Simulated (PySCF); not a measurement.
Se(NH2)2 (H4N2Se), SMILES N[Se]N. Atoms are numbered in the order given.

```xyz
7

Se     0.0000     0.0000    -0.4146
N     -1.5045     0.0000     0.6578
H     -1.6009     0.8337     1.2220
H     -1.6009    -0.8337     1.2220
N      1.5045     0.0000     0.6578
H      1.6009    -0.8337     1.2220
H      1.6009     0.8337     1.2220
```
Charge 0, spin multiplicity 1.

Geometry optimised at B3LYP-D3(BJ)/def2-TZVP. The values are those of a single conformer.

Computed with KT2/pcSseg-1 (PySCF).

GIAO shieldings, no solvent; atoms alike by connectivity are averaged. δ = σ(ref) − σ: ⁷⁷Se against Me2Se (σ = 1692.1 ppm); ¹⁵N against NH3 (σ = 266.2 ppm); ¹H against TMS (σ = 31.47 ppm), references at their B3LYP-D3(BJ)/def2-TZVP geometries, non-relativistic.

```csv
nucleus,atoms,count,δ (ppm)
⁷⁷Se,Se1,1,956.3
¹⁵N,"N2, N5",2,77.8
¹H,"H3, H4, H6, H7",4,2.74
```
